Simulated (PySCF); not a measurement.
Level of theory: B3LYP-D3(BJ)/def2-TZVP // PBE0-D4/def2-TZVP (PySCF). Gas-phase values, no solvent. One relaxed conformer stands for a flexible species; it need not be the lowest. B3LYP has the VWN-RPA correlation part, as in Gaussian. Delta-SCF ions had no search for a lower state. Excitations are Tamm–Dancoff values on a coarser integration grid. The basis has no diffuse functions, so Rydberg states are missing or too high.

Reference species (SMILES): `BC(=C)C` (neutral, multiplicity 1).

The vertical ionisation energy (Delta-SCF) comes out as 10.10 eV and the S1–T1 gap (TDA) is 1.85 eV.

Changed species: `BCC=C`.

Give the shifts of the vertical ionisation energy (Delta-SCF) and S1–T1 gap (TDA).

the vertical ionisation energy (Delta-SCF) decreases by 0.64 eV, to 9.46 eV; the S1–T1 gap (TDA) falls by 1.61 eV, to 0.24 eV.
